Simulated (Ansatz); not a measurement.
AlH₅SiZn, SMILES `[AlH2][SiH2][ZnH]`, 8 atoms. Total charge 0; spin multiplicity 1. For Zn the d shell is correlated and the shells below it are frozen. Scalar relativity is left out up to krypton. All runs use 4 threads of a server CPU on a shared host. Correlated methods freeze the cores. Open-shell runs search over several starts.

Q: How many basis functions does each run have, and how long does it take in Ansatz? RKS PBE0-D4/def2-TZVP frequencies; UKS r2SCAN-D4/def2-TZVPP energy of the cation; RKS r2SCAN-D4/def2-TZVPP energy and forces; UKS B3LYP-D4/def2-TZVPP energy of the cation; RKS LC-ωPBE/def2-TZVPP energy; UKS ωB97M-V/def2-TZVPP energy of the cation; RKS PBE0-D4/def2-SVP energy; direct RPA on PBE orbitals with 3s3p of Cu, Zn/def2-TZVPP energy; UKS PBE-D4/def2-TZVPP energy of the cation; UHF-CCSD(T) with 3s3p of Cu, Zn/def2-TZVPP energy of the cation; RKS B2PLYP (frozen core with 3s3p of Cu, Zn)/def2-TZVPP energy; UKS B2PLYP (frozen core with 3s3p of Cu, Zn)/def2-TZVPP energy of the cation. (An estimate is asked.)

A: Ansatz gave: Other jobs shared the machine, so times are rough.

| level | job | functions | wall time | peak host memory (GiB) |
| --- | --- | --- | --- | --- |
| RKS PBE0-D4/def2-SVP | energy | 92 | 1.4 s | 0.19 |
| RKS LC-ωPBE/def2-TZVPP | energy | 218 | 2.9 s | 0.38 |
| RKS r2SCAN-D4/def2-TZVPP | energy and forces | 218 | 3.5 s | 0.32 |
| direct RPA on PBE orbitals with 3s3p of Cu, Zn/def2-TZVPP | energy | 218 | 3.9 s | 0.42 |
| UKS PBE-D4/def2-TZVPP | energy of the cation | 218 | 5.5 s | 0.36 |
| RKS B2PLYP (frozen core with 3s3p of Cu, Zn)/def2-TZVPP | energy | 218 | 5.5 s | 0.52 |
| UKS B3LYP-D4/def2-TZVPP | energy of the cation | 218 | 7 s | 0.79 |
| UKS r2SCAN-D4/def2-TZVPP | energy of the cation | 218 | 9 s | 0.43 |
| UKS B2PLYP (frozen core with 3s3p of Cu, Zn)/def2-TZVPP | energy of the cation | 218 | 12 s | 0.7 |
| UKS ωB97M-V/def2-TZVPP | energy of the cation | 218 | 17 s | 1.1 |
| RKS PBE0-D4/def2-TZVP | frequencies | 152 | 93 s | 0.41 |
| UHF-CCSD(T) with 3s3p of Cu, Zn/def2-TZVPP | energy of the cation | 218 | 2.7 min | 7.3 |

B3LYP here is the variant with VWN-RPA as its local correlation; programs differ in this. LC-ωPBE has ω = 0.4 bohr⁻¹.
